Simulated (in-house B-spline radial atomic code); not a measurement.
RPA and G0W0 on LDA VWN5: Cu⁶⁺

Configuration [Ar] 3d5, highest spin, mean-field start LDA VWN5. Computed with an all-electron radial atomic-structure program (B-spline basis): all electrons, non-relativistic, point nucleus, each spin shell either full or empty, empty states to l = 9 with an (l + 1/2)⁻⁴ tail; G0W0 by contour deformation at full frequency.

Command:
```bash
python run_gw.py task.json out
```
Settings (radii: box in bohr, nucleus in fm):
```
Z                        29
electrons                23
configuration            [Ar] 3d5
hamiltonian              nr
method                   lda,vwn
lmax                     9
spin_polarised           True
box_radius               9.29
intervals                49
```

Cost of the run: 1.2 s on 1 thread of AMD EPYC 7R13 Processor, on a shared host.

Energies (hartree):

| term | value |
| --- | --- |
| mean-field total | -1626.24846 |
| Hartree-Fock functional on these orbitals | -1628.10400 |
| direct second order | -1.7814 |
| second-order exchange | 0.58139 |
| SOSEX correction | 0.54105 |

(1) What is the RPA correlation energy, and what remains with SOSEX?

Quasi-particle levels (eV):

| level | occupied | mean field | Σx - vxc | Σc | QP weight | G0W0 |
| --- | --- | --- | --- | --- | --- | --- |
| 3d up | yes | -125.68 | -15.98 | ? | ? | ? |
| 3p down | yes | -187.18 | -14.28 | 0.52 | 0.956 | -200.94 |
| 3d down | no | -118.27 | 18.58 | -5.81 | 0.962 | -105.50 |

G0W0 = mean field + (Σx - vxc) + Σc, with Σc (partial-wave tail included) taken at the quasi-particle energy. Only the outer levels were computed. Levels of low weight are left out.

(2) Where does G0W0 put 3d up?

Answers

(1) RPA gives -1.5914 hartree (-1.88 eV per electron); RPA + SOSEX gives -1.0504, and the second-order doubles -1.2 hartree (no singles). SOSEX takes back 34 % of the RPA value.

(2) At -139.91 eV, with Σc = 1.75 eV and a quasi-particle weight of 0.960. The tabulated removal energy is 139 ± 1.2 eV (NIST, semi-empirical); the calculation leaves out relativity, Breit and QED terms, and what these don't explain is the method's own error.
